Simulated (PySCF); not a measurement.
A compound of formula C16H22O3S has these computed shifts in ppm, with the number of atoms in brackets (GIAO KT3/pcSseg-1, gas phase, PySCF SCF with an in-house response code, fitting set def2-universal-JFIT, grid level 2, non-relativistic, geometry: GFN2-xTB; 13C, 1H against isolated TMS; 17O against isolated H2O; 33S against isolated CS2).

17O: 624.3 (1), 195.7 (2)
13C: 200.5 (1), 135.2 (1), 123.9 (1), 121.4 (2), 121.2 (2), 81.2 (1), 71.3 (1), 31.1 (2), 30.8 (1), 30.1 (2), 24.7 (2)
1H: 7.98 (2), 7.41 (1), 7.40 (2), 3.22 (1), 2.68 (2), 1.98 (2), 1.79 (6), 1.70 (1), 1.70 (2), 1.37 (2), 1.28 (1)
33S: 322.3 (1)

**Question.** Which structure gave them?

**Answer.** CC(C)(C(=O)c1ccccc1)S(=O)(=O)C1CCCCC1. Other isomers were not compared.
